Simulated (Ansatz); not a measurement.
Cartesian coordinates in Å:
```
C -1.3068 0.6470 0.6295
N -0.2692 -0.0609 -0.1288
Si 1.0455 0.8925 -0.7174
O 1.9347 1.5978 0.4725
Si -0.3522 -1.7635 -0.2193
F 0.1160 -2.4645 1.1463
H -1.5251 1.6147 0.1682
H -1.0069 0.8275 1.6655
H -2.2361 0.0711 0.6409
H 0.5083 2.0460 -1.4741
H 1.8708 -0.0144 -1.5530
H 2.4281 1.0238 1.0606
H -1.7631 -2.1727 -0.4099
H 0.5559 -2.2445 -1.2810
```

Total charge 0; spin multiplicity 1.

(1) List the PBE0/def2-TZVPP orbital energies in eV (the Gaussian-basis code of Ansatz). (An estimate is asked.)

Answers

(1) The calculation gave: Occupied: -1803.52, -1803.17, -673.57, -522.78, -391.34, -279.22, -145.71, -145.39, -100.41, -100.37, -100.35, -100.07, -100.06, -100.03, -32.95, -28.25, -24.81, -19.07, -16.26, -15.30, -13.89, -13.32, -12.89, -12.49, -12.25, -11.85, -11.19, -10.87, -10.37, -9.67, -9.33, -9.03, -7.76. Lowest empty: 0.31, 0.81, 0.88, 1.49, 1.96, 2.02, 2.13, 2.59.
